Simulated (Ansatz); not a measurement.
Total energies of NbS3⁻ (the lowest singlet isomer of a short search) from Ansatz at r2SCAN-D4/def2-TZVPD, gas phase (1 Eh = 27.2114 eV = 2625.5 kJ/mol). The reference geometry is relaxed at PBE-D4/def2-SVPD.

```xyz
4

Nb    0.392   -0.272   -0.058
S    -1.321   -1.665    0.216
S     0.185    0.953   -1.903
S     0.743    0.984    1.744
```

```csv
state,geometry,energy (Eh)
charge -1 singlet,reference,-1251.78203
charge 0 doublet,reference,-1251.64977
charge -1 triplet,relaxed at PBE-D4/def2-SVPD,-1251.75289
charge -1 quintet,relaxed at PBE-D4/def2-SVPD,-1251.65478
```

In the def2 sets Nb takes a core potential; there is no spin–orbit coupling.

Q: Work out the vertical ionisation energy to the doublet.

A: E(charge 0 doublet) − E(charge -1 singlet) = -1251.64977 − (-1251.78203) = 0.13226 Eh = 3.60 eV. For comparison, −ε of the highest occupied level is 1.23 eV at this level, 2.37 eV less.

Q: Which of the charge -1 states is lowest, and how far above it are the others?

A: The singlet. triplet: -1251.75289 − (-1251.78203) = 0.02914 Eh = 76.5 kJ/mol; quintet: -1251.65478 − (-1251.78203) = 0.12725 Eh = 334.1 kJ/mol.

The structure comes from a short search, and lower isomers may exist.
